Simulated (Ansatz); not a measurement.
Relaxation of `FC(F)(F)Sc1ccc(Sc2ccc(Sc3ccc(C(F)(F)F)cc3)cc2)cc1` with RKS PBE-D4/def2-SVP.

```sh
$ ansatz run in.yaml --threads 2 --pin off --events-out ev --progress --plain --max-ram 22528MiB --backend cuda --devices 0, --max-vram 18GiB
```

```yaml
crystal:
  periodic: [false, false, false]
  atoms:
    - {symbol: F, position_ang: [6.076550, 1.327410, 2.042860]}
    - {symbol: C, position_ang: [6.207360, 2.051880, 0.926660]}
    - {symbol: F, position_ang: [6.968380, 3.098560, 1.220350]}
    - {symbol: F, position_ang: [4.990980, 2.504700, 0.618820]}
    - {symbol: S, position_ang: [6.956230, 1.100000, -0.442800]}
    - {symbol: C, position_ang: [5.488680, 0.266180, -1.030370]}
    - {symbol: C, position_ang: [4.683970, -0.465950, -0.169820]}
    - {symbol: C, position_ang: [3.557070, -1.094030, -0.663320]}
    - {symbol: C, position_ang: [3.246340, -1.002460, -2.015030]}
    - {symbol: S, position_ang: [1.854120, -1.845190, -2.710010]}
    - {symbol: C, position_ang: [0.686640, -1.797770, -1.369820]}
    - {symbol: C, position_ang: [-0.014870, -2.953150, -1.054310]}
    - {symbol: C, position_ang: [-0.957170, -2.928250, -0.043230]}
    - {symbol: C, position_ang: [-1.198890, -1.748180, 0.645160]}
    - {symbol: S, position_ang: [-2.353990, -1.765330, 2.002640]}
    - {symbol: C, position_ang: [-3.515960, -0.514890, 1.555380]}
    - {symbol: C, position_ang: [-4.341760, -0.030890, 2.568450]}
    - {symbol: C, position_ang: [-5.303290, 0.913910, 2.282810]}
    - {symbol: C, position_ang: [-5.443620, 1.380920, 0.979340]}
    - {symbol: C, position_ang: [-6.489140, 2.419570, 0.701600]}
    - {symbol: F, position_ang: [-6.215770, 3.589480, 1.313760]}
    - {symbol: F, position_ang: [-7.704330, 2.048690, 1.145300]}
    - {symbol: F, position_ang: [-6.631360, 2.699900, -0.600730]}
    - {symbol: C, position_ang: [-4.628140, 0.895550, -0.033520]}
    - {symbol: C, position_ang: [-3.668270, -0.056170, 0.252460]}
    - {symbol: C, position_ang: [-0.500690, -0.589610, 0.326300]}
    - {symbol: C, position_ang: [0.433610, -0.611570, -0.689830]}
    - {symbol: C, position_ang: [4.079260, -0.297850, -2.877570]}
    - {symbol: C, position_ang: [5.197340, 0.342890, -2.384520]}
    - {symbol: H, position_ang: [4.927890, -0.558660, 0.877100]}
    - {symbol: H, position_ang: [2.927270, -1.663590, 0.003520]}
    - {symbol: H, position_ang: [0.180410, -3.864190, -1.598310]}
    - {symbol: H, position_ang: [-1.502130, -3.820870, 0.220790]}
    - {symbol: H, position_ang: [-4.223490, -0.403710, 3.573630]}
    - {symbol: H, position_ang: [-5.944140, 1.295480, 3.062840]}
    - {symbol: H, position_ang: [-4.746550, 1.253580, -1.044760]}
    - {symbol: H, position_ang: [-3.046900, -0.443330, -0.540630]}
    - {symbol: H, position_ang: [-0.693940, 0.326660, 0.864070]}
    - {symbol: H, position_ang: [0.974900, 0.286480, -0.947750]}
    - {symbol: H, position_ang: [3.841330, -0.248370, -3.928260]}
    - {symbol: H, position_ang: [5.846070, 0.902170, -3.039270]}
basis:
  gaussian: {orbitals: def2-SVP, fitting: {mean_field: def2-universal-jkfit}}
hamiltonian: {xc: pbe, dispersion: d4}
scf: {lower_state_search: "off"}
output: {orbitals: {seedname: orbitals}}
relax: {f_tol: 0.03, max_steps: 70}
```

It took 66 s on 2 threads of AMD EPYC 7R13 on a shared host and a share (18 GiB) of an NVIDIA H100 80GB HBM3, peak host memory 1.1 GiB.

Positions (Å) and forces (eV/Å) at steps 1, 2, 3, 4, 5, 6 of 25:

```xyz
41
step=1 energy=-69651.7072 eV
F     6.077    1.327    2.043   -0.024   -0.561    0.652
C     6.207    2.052    0.927   -0.196    0.011   -0.188
F     6.968    3.099    1.220    0.721    0.505    0.018
F     4.991    2.505    0.619   -0.641    0.190   -0.273
S     6.956    1.100   -0.443    0.229   -0.002   -0.142
C     5.489    0.266   -1.030    0.963    0.535    0.390
C     4.684   -0.466   -0.170   -0.167   -0.160    0.125
C     3.557   -1.094   -0.663    0.021   -0.027    0.218
C     3.246   -1.002   -2.015   -0.628   -0.396   -0.303
S     1.854   -1.845   -2.710   -0.133   -0.173   -0.301
C     0.687   -1.798   -1.370    0.607   -0.040   -0.758
C    -0.015   -2.953   -1.054    0.108   -0.129   -0.091
C    -0.957   -2.928   -0.043   -0.155   -0.093    0.046
C    -1.199   -1.748    0.645   -0.712   -0.040    0.795
S    -2.354   -1.765    2.003    0.177   -0.296    0.238
C    -3.516   -0.515    1.555    0.486   -0.522    0.053
C    -4.342   -0.031    2.568    0.042   -0.066    0.155
C    -5.303    0.914    2.283   -0.066    0.051   -0.097
C    -5.444    1.381    0.979   -0.567    0.537   -0.187
C    -6.489    2.420    0.702   -0.147    0.215    0.012
F    -6.216    3.589    1.314    0.319    0.432    0.385
F    -7.704    2.049    1.145   -0.493   -0.396    0.336
F    -6.631    2.700   -0.601    0.161   -0.048   -0.782
C    -4.628    0.896   -0.034   -0.062    0.088    0.013
C    -3.668   -0.056    0.252    0.059   -0.007   -0.195
C    -0.501   -0.590    0.326    0.172    0.196   -0.012
C     0.434   -0.612   -0.690   -0.078    0.232    0.078
C     4.079   -0.298   -2.878   -0.101   -0.093   -0.175
C     5.197    0.343   -2.385    0.150   -0.006   -0.025
H     4.928   -0.559    0.877    0.208   -0.020    0.684
H     2.927   -1.664    0.004   -0.394   -0.380    0.431
H     0.180   -3.864   -1.598    0.174   -0.659   -0.345
H    -1.502   -3.821    0.221   -0.418   -0.627    0.151
H    -4.223   -0.404    3.574    0.092   -0.230    0.760
H    -5.944    1.295    3.063   -0.436    0.238    0.553
H    -4.747    1.254   -1.045   -0.118    0.254   -0.659
H    -3.047   -0.443   -0.541    0.397   -0.252   -0.503
H    -0.694    0.327    0.864   -0.129    0.601    0.377
H     0.975    0.286   -0.948    0.351    0.598   -0.171
H     3.841   -0.248   -3.928   -0.188    0.089   -0.771
H     5.846    0.902   -3.039    0.418    0.453   -0.488
41
step=2 energy=-69652.0166 eV
F     6.106    1.360    2.053   -0.062   -0.184    0.257
C     6.241    2.095    0.932   -0.119   -0.023   -0.147
F     7.040    3.128    1.218    0.286    0.174    0.016
F     5.026    2.569    0.619   -0.189    0.058   -0.056
S     6.992    1.139   -0.442    0.069   -0.039   -0.124
C     5.546    0.263   -1.031    0.366    0.219    0.170
C     4.747   -0.501   -0.169   -0.122   -0.089    0.014
C     3.616   -1.149   -0.665    0.056   -0.019    0.078
C     3.286   -1.052   -2.027   -0.184   -0.064   -0.057
S     1.873   -1.873   -2.724   -0.067   -0.096   -0.130
C     0.693   -1.812   -1.390    0.260   -0.028   -0.183
C    -0.010   -2.979   -1.060   -0.011   -0.040   -0.036
C    -0.982   -2.947   -0.056   -0.011   -0.040    0.010
C    -1.217   -1.763    0.654   -0.281   -0.013    0.244
S    -2.381   -1.782    2.006    0.096   -0.139    0.065
C    -3.552   -0.532    1.553    0.142   -0.060   -0.020
C    -4.372   -0.030    2.581   -0.008   -0.014    0.062
C    -5.346    0.923    2.297    0.017    0.008   -0.041
C    -5.497    1.402    0.987   -0.173    0.140   -0.046
C    -6.539    2.452    0.712    0.029    0.003    0.046
F    -6.245    3.619    1.334    0.066    0.147    0.107
F    -7.756    2.072    1.164   -0.195   -0.085    0.106
F    -6.667    2.723   -0.602    0.020    0.023   -0.275
C    -4.681    0.909   -0.037    0.000   -0.032    0.022
C    -3.717   -0.062    0.240   -0.006    0.003   -0.065
C    -0.495   -0.599    0.339    0.062    0.079   -0.086
C     0.431   -0.615   -0.701   -0.020    0.070    0.097
C     4.112   -0.316   -2.893   -0.042    0.003   -0.082
C     5.238    0.341   -2.396    0.010    0.096   -0.027
H     4.997   -0.589    0.892    0.082    0.003    0.181
H     2.991   -1.739    0.012   -0.112   -0.104    0.110
H     0.209   -3.912   -1.590    0.029   -0.159   -0.094
H    -1.555   -3.847    0.190   -0.091   -0.159    0.043
H    -4.232   -0.388    3.607    0.002   -0.060    0.184
H    -5.987    1.308    3.095   -0.103    0.060    0.160
H    -4.809    1.273   -1.060   -0.028    0.075   -0.165
H    -3.096   -0.454   -0.569    0.110   -0.076   -0.133
H    -0.680    0.327    0.894   -0.034    0.149    0.109
H     0.977    0.297   -0.961    0.096    0.158   -0.053
H     3.842   -0.222   -3.951   -0.019    0.004   -0.161
H     5.854    0.962   -3.055    0.080    0.050   -0.103
41
step=3 energy=-69652.0498 eV
F     6.116    1.370    2.043   -0.043    0.000    0.010
C     6.271    2.112    0.922    0.003    0.032   -0.051
F     7.104    3.125    1.213    0.033    0.008    0.026
F     5.065    2.615    0.606    0.050   -0.011    0.024
S     7.021    1.155   -0.457   -0.092   -0.024   -0.005
C     5.567    0.285   -1.029    0.048    0.035   -0.010
C     4.781   -0.506   -0.166   -0.030   -0.046   -0.024
C     3.651   -1.167   -0.657    0.018    0.030    0.020
C     3.297   -1.057   -2.019    0.067    0.015   -0.036
S     1.896   -1.906   -2.717   -0.002   -0.016    0.068
C     0.721   -1.842   -1.376   -0.062   -0.013   -0.059
C    -0.008   -3.004   -1.061    0.021    0.012    0.035
C    -0.995   -2.968   -0.064   -0.007    0.022   -0.028
C    -1.239   -1.777    0.645   -0.004   -0.013    0.045
S    -2.406   -1.797    1.995    0.036   -0.011   -0.033
C    -3.568   -0.528    1.546   -0.088   -0.008   -0.018
C    -4.389   -0.026    2.582    0.016    0.013    0.001
C    -5.366    0.933    2.302    0.003    0.000   -0.014
C    -5.531    1.414    0.989   -0.003    0.007    0.001
C    -6.571    2.473    0.719    0.043   -0.031    0.030
F    -6.265    3.640    1.343   -0.010   -0.005   -0.005
F    -7.791    2.095    1.178   -0.013    0.013    0.002
F    -6.697    2.742   -0.601   -0.012    0.011   -0.021
C    -4.718    0.914   -0.041    0.027   -0.002    0.021
C    -3.748   -0.059    0.229    0.003    0.023   -0.005
C    -0.499   -0.614    0.337    0.082   -0.016   -0.027
C     0.455   -0.639   -0.684   -0.064    0.012    0.035
C     4.107   -0.297   -2.888   -0.015    0.003    0.016
C     5.231    0.378   -2.393    0.031   -0.070    0.004
H     5.055   -0.608    0.895    0.007    0.017   -0.029
H     3.040   -1.779    0.024    0.015    0.011   -0.022
H     0.204   -3.941   -1.599   -0.007    0.011    0.013
H    -1.577   -3.870    0.176    0.011    0.011   -0.010
H    -4.251   -0.390    3.612   -0.004    0.017   -0.015
H    -6.001    1.321    3.112    0.011   -0.017   -0.006
H    -4.849    1.286   -1.067   -0.013   -0.017    0.011
H    -3.130   -0.455   -0.590   -0.003    0.005    0.016
H    -0.679    0.315    0.900   -0.019   -0.012   -0.023
H     1.010    0.276   -0.941    0.007   -0.024    0.021
H     3.837   -0.211   -3.952   -0.002    0.016    0.027
H     5.848    0.993   -3.065   -0.039    0.012    0.017
41
step=4 energy=-69652.0575 eV
F     5.987    1.387    1.981    0.046    0.067   -0.030
C     6.293    2.143    0.898   -0.027    0.189    0.216
F     7.202    3.068    1.281   -0.161   -0.258   -0.108
F     5.163    2.772    0.531   -0.017    0.045    0.001
S     7.021    1.168   -0.463    0.287   -0.028   -0.141
C     5.582    0.288   -1.036   -0.114    0.007    0.024
C     4.836   -0.541   -0.174   -0.008   -0.007    0.018
C     3.702   -1.207   -0.646    0.002   -0.033   -0.002
C     3.313   -1.075   -1.997   -0.018    0.010    0.025
S     1.920   -1.952   -2.677    0.007    0.012   -0.019
C     0.725   -1.863   -1.359    0.026   -0.015    0.042
C    -0.012   -3.020   -1.049   -0.011   -0.008   -0.015
C    -1.013   -2.976   -0.067    0.015   -0.016    0.002
C    -1.255   -1.787    0.644    0.006    0.017   -0.036
S    -2.439   -1.817    1.975   -0.010    0.049   -0.015
C    -3.594   -0.540    1.527    0.039    0.005    0.024
C    -4.400   -0.029    2.568   -0.022   -0.002   -0.007
C    -5.371    0.937    2.296   -0.006    0.008    0.011
C    -5.540    1.423    0.985    0.022   -0.046    0.002
C    -6.572    2.487    0.722   -0.067    0.048   -0.032
F    -6.256    3.653    1.343    0.008   -0.011   -0.003
F    -7.794    2.121    1.188    0.030   -0.001   -0.005
F    -6.706    2.759   -0.598    0.007   -0.011    0.035
C    -4.734    0.919   -0.049   -0.003    0.009   -0.010
C    -3.770   -0.061    0.213   -0.002   -0.014   -0.005
C    -0.502   -0.629    0.344   -0.066   -0.009    0.027
C     0.461   -0.660   -0.665    0.035   -0.015   -0.022
C     4.079   -0.273   -2.866   -0.007   -0.022   -0.013
C     5.205    0.408   -2.386    0.014    0.070    0.010
H     5.150   -0.660    0.872   -0.025   -0.005    0.011
H     3.121   -1.844    0.037    0.005   -0.002   -0.025
H     0.201   -3.960   -1.580   -0.007   -0.001    0.000
H    -1.606   -3.872    0.165    0.006   -0.016   -0.009
H    -4.254   -0.393    3.596   -0.016    0.005    0.013
H    -6.000    1.324    3.111    0.005    0.007   -0.004
H    -4.874    1.289   -1.075    0.006    0.004    0.009
H    -3.155   -0.457   -0.608   -0.006   -0.004    0.008
H    -0.693    0.306    0.891    0.011   -0.016    0.023
H     1.033    0.248   -0.906   -0.003    0.002   -0.008
H     3.769   -0.156   -3.915    0.007    0.001    0.003
H     5.774    1.070   -3.055    0.014   -0.011    0.005
41
step=5 energy=-69652.0632 eV
F     6.002    1.399    1.979    0.015    0.067   -0.081
C     6.307    2.148    0.890    0.019    0.127    0.141
F     7.227    3.061    1.262   -0.105   -0.118   -0.038
F     5.180    2.787    0.525    0.063   -0.027    0.016
S     7.035    1.163   -0.471    0.049   -0.006   -0.035
C     5.576    0.301   -1.030   -0.039   -0.061   -0.025
C     4.832   -0.533   -0.169    0.011    0.021    0.008
C     3.705   -1.207   -0.644    0.001   -0.005    0.002
C     3.314   -1.072   -1.994    0.003    0.007    0.000
S     1.924   -1.954   -2.674    0.006   -0.004   -0.008
C     0.729   -1.873   -1.354    0.006    0.007    0.020
C    -0.014   -3.029   -1.051   -0.007   -0.001   -0.012
C    -1.019   -2.985   -0.073   -0.002   -0.002    0.004
C    -1.262   -1.797    0.640    0.012    0.007   -0.020
S    -2.447   -1.821    1.970   -0.013    0.016    0.004
C    -3.599   -0.539    1.527    0.017   -0.001    0.006
C    -4.407   -0.028    2.568    0.006   -0.007   -0.003
C    -5.376    0.940    2.295   -0.004    0.002    0.004
C    -5.544    1.425    0.984    0.019   -0.021    0.001
C    -6.575    2.491    0.721   -0.029    0.019   -0.017
F    -6.256    3.657    1.342    0.003   -0.004   -0.003
F    -7.797    2.126    1.188    0.016    0.002   -0.004
F    -6.709    2.763   -0.599    0.002   -0.005    0.021
C    -4.737    0.922   -0.049   -0.009    0.000   -0.008
C    -3.775   -0.061    0.213   -0.002   -0.002    0.000
C    -0.502   -0.642    0.348   -0.028    0.000    0.014
C     0.465   -0.672   -0.657    0.027   -0.009   -0.005
C     4.077   -0.266   -2.862   -0.029   -0.003   -0.001
C     5.201    0.419   -2.381    0.003    0.034    0.004
H     5.143   -0.651    0.879   -0.009   -0.010   -0.005
H     3.128   -1.852    0.035    0.001    0.006   -0.013
H     0.197   -3.967   -1.586   -0.003    0.000    0.005
H    -1.614   -3.882    0.153    0.005   -0.003   -0.009
H    -4.264   -0.392    3.597   -0.009    0.004    0.000
H    -6.003    1.330    3.111    0.002    0.000   -0.006
H    -4.875    1.293   -1.075    0.004    0.002    0.006
H    -3.161   -0.458   -0.607   -0.001    0.000    0.006
H    -0.687    0.289    0.906    0.000   -0.012    0.002
H     1.041    0.236   -0.893   -0.005   -0.004   -0.001
H     3.768   -0.149   -3.912    0.005   -0.003    0.010
H     5.772    1.079   -3.051    0.000   -0.014    0.014
41
step=6 energy=-69652.0655 eV
F     5.971    1.433    1.965   -0.036    0.015   -0.011
C     6.312    2.161    0.875    0.055    0.048    0.060
F     7.242    3.057    1.254   -0.041   -0.034   -0.028
F     5.209    2.815    0.474   -0.010    0.022    0.024
S     7.044    1.141   -0.459    0.058   -0.022   -0.041
C     5.579    0.290   -1.020   -0.022   -0.043   -0.010
C     4.839   -0.554   -0.165    0.001    0.029    0.011
C     3.709   -1.221   -0.644    0.004    0.002    0.016
C     3.312   -1.071   -1.990    0.009    0.002   -0.004
S     1.921   -1.949   -2.674    0.005   -0.003   -0.008
C     0.728   -1.872   -1.352    0.000    0.000    0.013
C    -0.016   -3.028   -1.053   -0.006    0.000   -0.005
C    -1.021   -2.986   -0.075    0.002   -0.004    0.000
C    -1.264   -1.799    0.640    0.005    0.004   -0.010
S    -2.451   -1.825    1.970   -0.008    0.011    0.003
C    -3.601   -0.541    1.527    0.010   -0.002    0.005
C    -4.409   -0.030    2.567    0.001   -0.002   -0.002
C    -5.377    0.938    2.293   -0.001    0.000    0.003
C    -5.543    1.424    0.983    0.010   -0.012    0.002
C    -6.573    2.493    0.719   -0.017    0.012   -0.010
F    -6.250    3.658    1.337    0.003   -0.002   -0.002
F    -7.794    2.132    1.190    0.008    0.001   -0.001
F    -6.709    2.761   -0.601    0.001   -0.004    0.011
C    -4.737    0.920   -0.050   -0.004    0.000   -0.007
C    -3.775   -0.062    0.213   -0.002   -0.002    0.000
C    -0.503   -0.644    0.353   -0.015    0.000    0.009
C     0.465   -0.672   -0.652    0.012   -0.005   -0.002
C     4.070   -0.253   -2.851   -0.018    0.004   -0.008
C     5.195    0.427   -2.367   -0.006    0.022   -0.004
H     5.151   -0.682    0.880    0.007   -0.011   -0.002
H     3.136   -1.874    0.031   -0.010   -0.005   -0.012
H     0.194   -3.965   -1.590   -0.003    0.003    0.002
H    -1.617   -3.884    0.148    0.003   -0.002   -0.005
H    -4.269   -0.394    3.596   -0.005    0.001   -0.002
H    -6.005    1.329    3.108    0.000    0.001   -0.003
H    -4.872    1.292   -1.076    0.002    0.002    0.004
H    -3.161   -0.460   -0.607    0.000   -0.001    0.003
H    -0.688    0.285    0.912   -0.002   -0.008    0.004
H     1.040    0.236   -0.886    0.002   -0.005    0.000
H     3.756   -0.123   -3.898   -0.001   -0.001    0.008
H     5.763    1.098   -3.029    0.007   -0.013   -0.001
```

Single mean-field runs in def2-SVP are fitted with def2-universal-jkfit.
